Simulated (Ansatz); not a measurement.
Reaction (silylene formation by 1,1-elimination): `C[SiH](F)N[SiH2]O` → `CN[SiH2]O` + `F[SiH]`

Program: Ansatz. Geometries: PBE0-D4/def2-TZVP. ΔE: electronic, gas phase. CCSD(T)/CBS adds triple-zeta CCSD(T) − MP2 to the extrapolated MP2 energy (def2 sets, frozen cores). This one scheme is used for every species. DFT in def2-TZVPP. B3LYP here is the variant with VWN-RPA as its local correlation; programs differ in this. One conformer a species, not always the lowest.

**Question.** Is it downhill or uphill in electronic energy at CCSD(T)/CBS, and by how much? (Best estimate.)

**Answer.** Computed: Uphill: ΔE = +3.93 eV.

**Question.** What do these levels give: r2SCAN-D4, ωB97X-V, B3LYP, HF/def2-TZVPP, MP2/def2-QZVPP, SCS-MP2/def2-QZVPP? (An estimate is asked.)

**Answer.** Ansatz gave: r2SCAN-D4 4.13, ωB97X-V 3.95, B3LYP 3.60, HF/def2-TZVPP 3.76, MP2/def2-QZVPP 4.13, SCS-MP2/def2-QZVPP 3.96 eV.

Largest T1 diagnostic among the species: 0.015.

In def2-TZVPP, CCSD(T) changes the Hartree–Fock value by +0.09 eV (the triples alone add +0.03 eV) and MP2 by +0.32 eV. From PBE to PBE0 (25 % exact exchange), in def2-TZVPP and without D4, ΔE moves by +0.20 eV.
